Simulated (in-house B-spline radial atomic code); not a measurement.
Radial electron density of Cs4+, [Kr] 4d10 5s1 5p3 7g1. Method: Dirac-Hartree-Fock, average of configuration, Fermi nucleus of rms radius 4.8041 fm. Calculated with a radial B-spline atomic code at the basis-set limit.

Columns: r (bohr), 4πr²n(r) (electrons per bohr), bar.

```
0.000984    2.206 #
 0.00126    3.367 ##
 0.00162    5.129 ##
 0.00208    7.709 ####
 0.00266    11.35 #####
 0.00342    16.55 ########
 0.00438    23.43 ###########
 0.00562    32.28 ###############
 0.00721    42.82 ####################
 0.00925    54.13 ##########################
  0.0119    64.54 ###############################
  0.0152    71.32 ##################################
  0.0195    72.82 ###################################
   0.025    69.12 #################################
  0.0321    64.23 ###############################
  0.0412    65.08 ###############################
  0.0528    75.42 ####################################
  0.0677     89.2 ##########################################
  0.0869    92.54 ############################################
   0.111    80.37 ######################################
   0.143    67.66 ################################
   0.183    72.09 ##################################
   0.235    79.41 ######################################
   0.301    63.33 ##############################
   0.387    35.08 #################
   0.496    26.63 #############
   0.636    31.33 ###############
   0.816    25.82 ############
    1.05    13.29 ######
    1.34    6.293 ###
    1.72    3.744 ##
    2.21     1.85 #
    2.83   0.5351 
    3.63   0.1097 
    4.66  0.01517 
    5.98  0.01784 
    7.66  0.06617 
    9.83 5.343e-05 
    12.6   0.1073 
    16.2  0.08828 
    20.7 0.009161 
    26.6 0.0001054 
    34.1 1.002e-07 
    43.8 3.848e-12
```

On this grid the curve has 6 maxima, near 0.0195, 0.0869, 0.235, 0.636, 7.66, 12.6 bohr.

The 5p1/2 radial function P(r) = rR(r), positive near the nucleus, with its small component Q(r) (sign convention: Q ≈ (P' + κP/r)/2c):

```
r (bohr)          P          Q
0.000767   0.001119   0.003969
 0.00126   0.002033   0.006138
 0.00208   0.003887   0.009416
 0.00342   0.007738     0.0141
 0.00562    0.01592    0.02041
 0.00925    0.03313    0.02792
  0.0152    0.06678    0.03457
   0.025     0.1233     0.0357
  0.0412     0.1879    0.02478
  0.0677      0.184   0.001054
   0.111  -0.004453   -0.01904
   0.183     -0.278   -0.01147
   0.301    -0.1105    0.01079
   0.496     0.4265   0.007456
   0.816     0.1002  -0.007538
    1.34    -0.7836  -0.005073
    2.21    -0.6741  0.0009017
    3.63    -0.1217  0.0005256
    5.98  -0.002495  1.478e-05
```
